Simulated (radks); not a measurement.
Species: the lanthanum ion La8+. Configuration: [Kr] 4d9 5s2 5p2 (not the ground configuration). Calculated with a radial shooting solver on a logarithmic mesh with Libxc functionals: non-relativistic Kohn-Sham, PBE, spin-polarised, spherical densities, point nucleus; open shells are filled with parallel spins first (spin-orbit coupling, left out, can overturn this in heavy ions); relativity is left out, which matters for an element this heavy.

Unscreened Slater integrals over Kohn-Sham orbitals (hartree). They are taken over the spin-up orbitals.

integral      value
F0(5p,5p)   0.58270
F2(5p,5p)   0.31875
F0(5p,5s)   0.60041
G1(5p,5s)   0.41675
F0(5p,4d)   0.71327
F2(5p,4d)   0.22784
G1(5p,4d)  0.065924
G3(5p,4d)  0.066067
F0(5p,4p)   0.72032
F2(5p,4p)   0.21589
G0(5p,4p)  0.044802
G2(5p,4p)  0.059028
F0(5s,5s)   0.62055
F0(5s,4d)   0.75082
G2(5s,4d)  0.080768
F0(5s,4p)   0.75872
G1(5s,4p)  0.063597
F0(4d,4d)    1.2089
F2(4d,4d)   0.61917
F4(4d,4d)   0.41568
F0(4d,4p)    1.2460
F2(4d,4p)   0.64401
G1(4d,4p)   0.81662
G3(4d,4p)   0.51344
F0(4p,4p)    1.2881
F2(4p,4p)   0.67890

Derived for the open shells (J is the average intra-shell exchange parameter used in DFT+U). 4d: Racah B = F2/49 - 5 F4/441 = 0.007923 hartree, C = 35 F4/441 = 0.03299 hartree, C/B = 4.16, F4/F2 = 0.671, J = (F2 + F4)/14 = 0.07392 hartree. 5p: J = F2/5 = 0.06375 hartree.
